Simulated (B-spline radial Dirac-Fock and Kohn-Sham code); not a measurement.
## Tl³²⁺: scattering cross sections and density moments

System: Tl³²⁺, [Kr] 4d10 4f3.

The computed values come from a radial B-spline solver: Dirac-Fock orbitals of the configuration average with a finite nucleus.

* Sum of ⟨r⟩: 11.76 bohr
* Sum of ⟨r²⟩: 4.274 bohr²
* Sum of ⟨1/r⟩: 589.01 per bohr
* Langevin diamagnetic susceptibility: -3.38 × 10⁻⁶ cm³/mol
* Lamb shielding (α²/3)Σ⟨1/r⟩: 10460 ppm

Coherent scattering is the Thomson cross section weighted by f₀², without anomalous dispersion; incoherent scattering is Klein-Nishina weighted by S. The Lamb formula is the non-relativistic shielding expression. Electron correlation is left out. A dash stands where the photon energy is too low for the impulse approximation behind that column.

```
hν (keV)  coherent (b)  incoherent (b)  incoherent per electron (b)
       1          1591               –                            –
       2          1571               –                            –
      10          1118           3.749                       0.0765
      20         607.7           8.663                        0.177
      30         380.2           12.16                        0.248
      50         189.0           15.93                        0.325
     100         63.59           18.47                        0.377
     200         19.01           17.63                        0.360
```
